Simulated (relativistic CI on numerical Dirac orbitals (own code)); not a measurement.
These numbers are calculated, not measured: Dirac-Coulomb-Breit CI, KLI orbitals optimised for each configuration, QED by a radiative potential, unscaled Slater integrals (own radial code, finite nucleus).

The strongest absorption lines from the ground level of an ion, among the configurations computed and to levels below about 998 eV (vacuum wavelength in nm, gf): 1.3816 (0.46), 1.3816 (0.71), 1.4051 (1.1), 1.4065 (2.1), 1.4088 (2.1), 1.4148 (0.67), 1.4202 (0.51), 1.4305 (0.33).

(1) Which ion is it?
A. Mn XVII
B. Mn XIX
C. Mn XXI
D. V XVII

Answers

(1) B. Mn XIX has 7 electrons and the ground level 2s2 2p3 4S°_3/2; the strongest line goes to 2s2 2p2 3d 4P_5/2. The pattern of lines fixes the number of electrons, and along that sequence the line energies rise steadily with the charge (about as its square where n changes within one kind of shell, about linearly where n is kept but much faster in heavy ions where fine structure, which grows about as Z⁴, sets the gap, and irregularly where shells cross), which fixes Z. Configurations outside the model, such as inner-shell arrays, can give stronger lines. At this charge energies of transitions that change n are usually good to better than 1 %, and those within a shell (Δn = 0) to a few per cent.

LS names give the leading component of a level, which can be under half, so a name can repeat, a term be missing and a line seem to break the LS rules.
